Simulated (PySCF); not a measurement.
## Rh⁺ (rhodium, charge +1) across methods

[Kr] 4d7 5p1, one real determinant (an excited configuration). All numbers are calculated (PySCF 2.14, scalar relativity through the core potential, in def2-TZVPPD with the def2 core potential (28 electrons) (6s4p3d2f1g, 56 functions)).

| method | E (hartree) | mean ε 4d α (eV) | mean ε 4d β (eV) | mean ε 5p α (eV) | Σ⟨r²⟩ (bohr²) | ⟨S²⟩ |
| --- | --- | --- | --- | --- | --- | --- |
| r2SCAN | -109.9800 | -19.373 | -17.167 | -8.518 | 42.60 | 6.002 |
| M06-2X | -109.8458 | -22.886 | -20.902 | -9.519 | 43.04 | 6.004 |
| PBEsol | -109.7822 | -18.938 | -16.934 | -8.424 | 42.76 | 6.001 |
| B3LYP | -109.9817 | -20.479 | -18.617 | -8.818 | 42.97 | 6.002 |
| M06 | -109.9265 | -20.817 | -18.942 | -8.612 | 42.92 | 6.002 |
| PBE | -109.9489 | -18.951 | -17.043 | -8.417 | 42.89 | 6.001 |
| UHF | -109.28747 | -26.052 | -23.393 | -10.109 | 44.12 | 6.005 |
| LDA | -109.6930 | -19.101 | -17.046 | -8.514 | 42.77 | 6.001 |

(1) Estimate the same row for PBE0.

⟨L²⟩ = 13.83 against 20 for a pure G term, so this real determinant mixes terms. Energies and moments cover only the electrons outside the core potential.

## Answers

(1) E (hartree) = -109.9389; mean ε 4d α (eV) = -20.915; mean ε 4d β (eV) = -18.845; mean ε 5p α (eV) = -8.954; Σ⟨r²⟩ (bohr²) = 42.94; ⟨S²⟩ = 6.002.
